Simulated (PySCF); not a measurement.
# Electron correlation in Mg (magnesium, neutral)

[Ne] 3s2, closed-shell 1S. Computed with PySCF 2.14 in cc-pVTZ, with the non-relativistic Hamiltonian (point nucleus). Frozen: [Ne]; 2 electrons correlated.

Total MP2 correlation energy: -23.53 mhartree.

Same-spin part 0.00 and opposite-spin part -23.53 mhartree; SCS-MP2 scales them by 1/3 and 6/5 to -28.24 mhartree.

With two correlated electrons CCSD is exact within the correlated space (frozen core and kept virtual orbitals).

```csv
level,correlation energy (mhartree)
CCSD,-33.73
```

Diagnostics: T1 = 0.015, D1 = 0.0219, largest double amplitude 0.094.

Question: Is a single reference adequate?

Answer: Mostly. T1 lies below 0.03, but a double amplitude of this size points to a near-degeneracy that CCSD handles and MP2 describes poorly.
